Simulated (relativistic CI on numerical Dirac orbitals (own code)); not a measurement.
Calculated levels, Si IV

These numbers are calculated, not measured: Dirac-Coulomb-Breit CI, separate exchange-only KLI orbitals for each configuration, a model potential for QED, valence Slater integrals scaled by 0.85, configuration energies shifted to the measured levels that pair with them (semi-empirical) (own radial code, finite nucleus).

Configurations in the expansion (outside the closed core [Ne]): 3s, 3p, 3d, 4s, 4p, 4d, 4f, 5s, 5p, 5d, 6s, 6p, 7s, 7p, 8s, 8p, 5g, 5f. Levels of other configurations are missing.

The lowest level is 3s 2S_1/2, with 100 % of that term; Hund's rules for 3s give 2S with J = 1/2, in agreement.

```
No.  Configuration  Term    J  E (cm⁻¹)    %  Landé g  Lifetime (s)
  1             3s    2S  1/2         0  100    2.002              
  2             3p   2P°  1/2     71296  100    0.666      1.09e-09
  3             3p   2P°  3/2     71740  100    1.334      1.07e-09
  4             3d    2D  5/2    160371  100    1.200      3.78e-10
  5             3d    2D  3/2    160379  100    0.799      3.75e-10
  6             4s    2S  1/2    193979  100    2.002      2.96e-10
  7             4p   2P°  1/2    218271  100    0.666      1.05e-09
  8             4p   2P°  3/2    218424  100    1.334      1.06e-09
  9             4d    2D  5/2    250006  100    1.200      1.98e-09
 10             4d    2D  3/2    250011  100    0.800      1.97e-09
 11             4f   2F°  5/2    254127  100    0.857      2.50e-10
 12             4f   2F°  7/2    254129  100    1.143      2.50e-10
 13             5s    2S  1/2    265418  100    2.002      4.44e-10
 14             5p   2P°  1/2    276506  100    0.666      1.48e-09
 15             5p   2P°  3/2    276576  100    1.334      1.50e-09
 16             5d    2D  5/2    291496  100    1.200      3.99e-09
 17             5d    2D  3/2    291499  100    0.800      4.01e-09
 18            5f‡   2F°  5/2    295318  100    0.857      4.36e-10
 19            5f‡   2F°  7/2    295318  100    1.143      4.37e-10
 20            5g‡    2G  7/2    295339  100    0.889      8.10e-10
 21            5g‡    2G  9/2    295340  100    1.111      8.10e-10
 22             6s    2S  1/2    299677  100    2.002      6.95e-10
 23             6p   2P°  1/2    305643  100    0.666      2.34e-09
 24             6p   2P°  3/2    305681  100    1.334      2.37e-09
 25             7s    2S  1/2    318743  100    2.002      1.05e-09
 26             7p   2P°  1/2    322314  100    0.666      3.74e-09
 27             7p   2P°  3/2    322337  100    1.334      3.81e-09
 28             8s    2S  1/2    330440  100    2.002      1.50e-09
 29             8p   2P°  1/2    332744  100    0.666      4.81e-09
 30             8p   2P°  3/2    332760  100    1.334      4.90e-09
```

Energies count from the lowest computed level; ° marks odd parity; lifetimes are radiative, by E1, M1, E2, M2, E3 decay to levels of this space only. ‡ marks configurations that were not tied to measured data.

The mean weight of the leading LS term, summed over parents, in these 30 levels is 100 %, and that of the leading jj configuration (from the same eigenvectors) 100 %.

Configurations whose levels could be paired with our table of measured levels were shifted onto them, all but the ground configuration, by the median error of their levels; single terms can still be off by 1,000 to 2,000 cm⁻¹ or more, and rates follow the energies as ν³ (E1, M1) or ν⁵ (E2). The others borrow a shift and can be off by several thousand cm⁻¹ or more. The fine structure of a lone outer electron comes out too small, for d and f at times inverted, and misplaced configurations move strength between like terms. 25 of the 25 excited levels that our extract of the measured tables holds in this range could be paired (the sources list more); they are missed by 2 cm⁻¹ on average and 9 at most, after the shifts were fitted to these levels, and levels without a partner can miss by more.
